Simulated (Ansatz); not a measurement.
Molecule: InH3, net charge 0, singlet state. SMILES: [InH3]
Structure (B3LYP-D3(BJ)/def2-TZVP (Ansatz, an electronic-structure program) minimum search):
```
In
H 1 1.7306
H 1 1.7306 2 120.00
H 1 1.7306 2 120.00 3 -180.00
```
Charge 0, spin multiplicity 1.

Wanted: atomisation energy (electronic, to ground-state atoms), in kcal/mol. Correlated levels leave the core frozen unless marked. UHF or UKS for open shells. No spin-orbit coupling. The frozen core is the preceding noble-gas configuration, with the filled d and f shells of earlier blocks. Past Kr the def2 sets carry scalar-relativistic core potentials. STO-3G rows are all-electron and non-relativistic. The coupled-cluster limit lacks core correlation, which all-electron functionals hold. CBS(X,Y): correlation extrapolated as X^-3; Hartree-Fock from the larger set.

```tsv
level	program	atomisation energy (kcal/mol)
HF/STO-3G	Ansatz	253.2
HF/def2-QZVPP	Ansatz	128.7
wB97M-V/def2-TZVPD	Ansatz	176.4
B2PLYP/def2-TZVPD	Ansatz	168.7
```

What does CCSD(T)/CBS(def2-TZVPPD,def2-QZVPPD) (Ansatz) give?

174.5 kcal/mol
